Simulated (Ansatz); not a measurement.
System: CH₄B (charge -1, singlet). It need not be the lowest isomer of its formula. Whether it binds its extra electron was not tested at this geometry. 
Coordinates optimised at B3LYP-D3(BJ)/def2-TZVP (Ansatz, an electronic-structure program):
```
B
C 1 1.4506
H 2 1.0927 1 123.77
H 2 1.0927 3 112.46 1 -180.00
H 1 1.2222 2 122.31 3 0.00
H 1 1.2222 5 115.38 2 -180.00
```
Charge -1, spin multiplicity 1.

Parts of the frozen-core correlation energy in cc-pVDZ (Ansatz, hartree). Frozen orbitals: 2; correlated occupied orbitals by spin: 6 and 6; virtual: 40 and 40. No spin-orbit coupling. Non-relativistic.

```tsv
term	value
reference (HF)	-64.82767
MP2 opposite-spin	-0.19842
MP2 same-spin	-0.05247
CCSD correlation	-0.28296
(T)	-0.00903
CCSDT minus CCSD(T)	-0.00079
T1 diagnostic	0.013
largest doubles amplitude	0.112
```
